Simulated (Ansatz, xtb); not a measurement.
## Two isomers of C6H7OP

Structure I is `COC1=CC=CC=P1`, a singlet and structure II is `COC1=CC=PC=C1`, a singlet. Both are isolated molecules in the gas phase, relaxed with B3LYP-D3(BJ)/def2-SVP; the shapes shown needn't be the lowest conformers.

I (Å):

```xyz
15

C     2.4246   -1.7655    0.5834
C     0.3504   -1.3862   -0.5273
C    -1.0154   -1.7112   -0.5661
C    -1.9140   -1.1827   -1.4854
C    -1.5456   -0.2618   -2.4778
C    -0.2424    0.1953   -2.6178
O     1.0417   -2.0179    0.4510
P     1.1371   -0.2532   -1.6435
H     2.7760   -2.3742    1.4267
H     2.9754   -2.0485   -0.3317
H     2.6215   -0.6982    0.7903
H    -1.3640   -2.4263    0.1851
H    -2.9575   -1.5032   -1.4281
H    -2.3158    0.1056   -3.1626
H    -0.0297    0.9146   -3.4164
```

II (Å):

```xyz
15

C    -1.5403    1.7356    0.1154
C     0.4719    0.4488   -0.0273
C    -0.2287   -0.7403   -0.2859
C     0.4101   -1.9643   -0.4847
C     2.6812   -0.6325   -0.1215
C     1.8782    0.4836    0.0489
O    -0.1345    1.6450    0.1678
P     2.1275   -2.2617   -0.4556
H    -1.9339    1.4423   -0.8742
H    -1.7910    2.7882    0.3014
H    -2.0210    1.1102    0.8888
H    -1.3188   -0.7138   -0.3349
H    -0.2313   -2.8309   -0.6796
H     3.7642   -0.4885   -0.0408
H     2.3244    1.4610    0.2549
```

Quicker runs give these differences E(II) − E(I): GFN2-xTB +1.27 kcal/mol; HF/STO-3G 0.00 kcal/mol (at GFN2-xTB geometries); r2SCAN-D4/def2-SVP −0.20 kcal/mol (at GFN2-xTB geometries).

**Question.** Estimate which is lower in electronic energy at CCSD(T)/def2-SVP + ΔMP2/def2-TZVPP, and by roughly how much.

**Answer.** Too close to call at this level: CCSD(T)/def2-SVP + ΔMP2/def2-TZVPP gives E(II) − E(I) = −0.68 kcal/mol.

The same difference at several levels:

```json
{"level": "GFN2-xTB", "geometry": "GFN2-xTB", "E(II) − E(I) (kcal/mol)": "+1.27", "departure from the last row (kcal/mol)": "+1.95", "job, with rough time for the two": "optimisation, 0.15 s"}
{"level": "HF/STO-3G", "geometry": "GFN2-xTB", "E(II) − E(I) (kcal/mol)": "0.00", "departure from the last row (kcal/mol)": "+0.67", "job, with rough time for the two": "single point, 0.44 s"}
{"level": "r2SCAN-D4/def2-SVP", "geometry": "GFN2-xTB", "E(II) − E(I) (kcal/mol)": "−0.20", "departure from the last row (kcal/mol)": "+0.48", "job, with rough time for the two": "single point, 4.4 s"}
{"level": "B3LYP-D3(BJ)/def2-SVP", "geometry": "B3LYP-D3(BJ)/def2-SVP", "E(II) − E(I) (kcal/mol)": "−0.30", "departure from the last row (kcal/mol)": "+0.38", "job, with rough time for the two": "optimisation, 31 s"}
{"level": "HF/def2-SVP", "geometry": "B3LYP-D3(BJ)/def2-SVP", "E(II) − E(I) (kcal/mol)": "−1.68", "departure from the last row (kcal/mol)": "−1.00", "job, with rough time for the two": "part of the CCSD(T) run"}
{"level": "MP2/def2-SVP", "geometry": "B3LYP-D3(BJ)/def2-SVP", "E(II) − E(I) (kcal/mol)": "−0.45", "departure from the last row (kcal/mol)": "+0.22", "job, with rough time for the two": "part of the CCSD(T) run"}
{"level": "CCSD(T)/def2-SVP", "geometry": "B3LYP-D3(BJ)/def2-SVP", "E(II) − E(I) (kcal/mol)": "−0.62", "departure from the last row (kcal/mol)": "+0.05", "job, with rough time for the two": "single point"}
{"level": "CCSD(T)/def2-SVP + ΔMP2/def2-TZVPP", "geometry": "B3LYP-D3(BJ)/def2-SVP", "E(II) − E(I) (kcal/mol)": "−0.68", "departure from the last row (kcal/mol)": "", "job, with rough time for the two": "single point, 1.9 min"}
```

As drawn, both hold the same kinds of bond in the same numbers.

The largest departure from CCSD(T)/def2-SVP + ΔMP2/def2-TZVPP is that of GFN2-xTB, 1.95 kcal/mol. The last row adds to CCSD(T) the change of the MP2 difference between the two basis sets, here −0.05 kcal/mol.

With thermal terms from frequencies at re-optimised GFN2-xTB minima (ideal gas, soft modes damped towards free rotors, one conformer each, 298.15 K, 1 atm): on the last row, ΔE + ΔZPE = −0.62, ΔH = −0.64, ΔG = −0.67 kcal/mol.

The correlated steps freeze 12 core orbitals. Programs: Ansatz 0.2.0, xtb 6.7.1; the last row on 4 threads of Arm Neoverse V1 on a shared host.
